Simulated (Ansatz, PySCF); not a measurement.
SiCl2FI, SMILES Cl[Si](Cl)(I)F. Atoms are numbered in the order given.

```xyz
5

F     -1.1057     1.8683     0.0000
Si    -0.8508     0.2820     0.0000
Cl    -1.7285    -0.4886     1.6645
Cl    -1.7285    -0.4886    -1.6645
I      1.5226    -0.1114     0.0000
```
Charge 0, spin multiplicity 1.

Coordinates come from a PBE0-D3(BJ)/def2-SVP optimisation. The structure was generated by enumeration, and PubChem lists no compound with its InChIKey, so it may never have been made. The def2 effective core potentials stand for the cores of I; spin–orbit coupling is left out.

Two levels are set side by side: PBE-D3(BJ)/def2-SVP (Ansatz, a program for electronic structure) and PBE0-D3(BJ)/def2-SVP (Ansatz). Each level has its own optimised geometry; the coordinates shown are those of the second. Frequencies come from the Hessian of PySCF at each geometry. Differences are taken from unrounded values.

```json
[
 {"quantity": "mean bond length (Å)", "PBE0-D3(BJ)": "2.020"},
 {"quantity": "bond F1–Si2 (Å)", "PBE0-D3(BJ)": "1.607"},
 {"quantity": "bond Si2–Cl3 (Å)", "PBE0-D3(BJ)": "2.033"},
 {"quantity": "bond Si2–Cl4 (Å)", "PBE0-D3(BJ)": "2.033"},
 {"quantity": "bond Si2–I5 (Å)", "PBE0-D3(BJ)": "2.406"},
 {"quantity": "highest harmonic wavenumber (cm⁻¹)", "PBE0-D3(BJ)": "935"},
 {"quantity": "mean harmonic wavenumber (cm⁻¹)", "PBE0-D3(BJ)": "383"},
 {"quantity": "zero-point energy (kcal/mol)", "PBE0-D3(BJ)": "4.92"}
]
```

**Question.** What does PBE-D3(BJ) give, and how far is it from PBE0-D3(BJ)? (Estimate from the structure and the level; the computed values follow.)

**Answer.** 
```csv
quantity,PBE-D3(BJ),PBE-D3(BJ) minus PBE0-D3(BJ)
mean bond length (Å),2.038,0.018
bond F1–Si2 (Å),1.623,0.017
bond Si2–Cl3 (Å),2.050,0.017
bond Si2–Cl4 (Å),2.050,0.017
bond Si2–I5 (Å),2.428,0.022
highest harmonic wavenumber (cm⁻¹),899,-36
mean harmonic wavenumber (cm⁻¹),367,-16
zero-point energy (kcal/mol),4.72,-0.20
```

Exact exchange shortens and stiffens bonds; PBE has none. Differences between two approximate levels are no errors against the true value.
